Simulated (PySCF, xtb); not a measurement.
GeHO, SMILES [OH+]=[Ge] (connectivity only; charge and spin as stated), charge +1, multiplicity 1.

xtb with GFN2-xTB at its own geometry gives an orbital gap of 6.27 eV.

Geometry: PBE0-D3(BJ)/def2-TZVP. The isomer is the one that the SMILES or the coordinates give; other isomers of the formula were not compared.

Question: What does B3LYP/def2-TZVPD in PySCF give? (Estimate from the structure and the level; the computed values follow.)

Answer: gap 7.73 eV (levels -16.75 and -9.03 eV).
